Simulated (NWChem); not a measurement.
# TaOF2 cation; SMILES [O]=[Ta+]([F])[F]

Program: NWChem. Coordinates come from a PBE-D3(BJ)/def2-SVP optimisation. This spin state was assumed; another may lie lower. def2 effective core potentials on Ta; no spin-orbit coupling. Field at 589 nm.

For level B3LYP/def2-SVP:

- isotropic polarisability (bohr³): 27.2

**Question.** How do the values read with level B3LYP/def2-SVPD instead?

**Answer.** isotropic polarisability (bohr³): 31.9
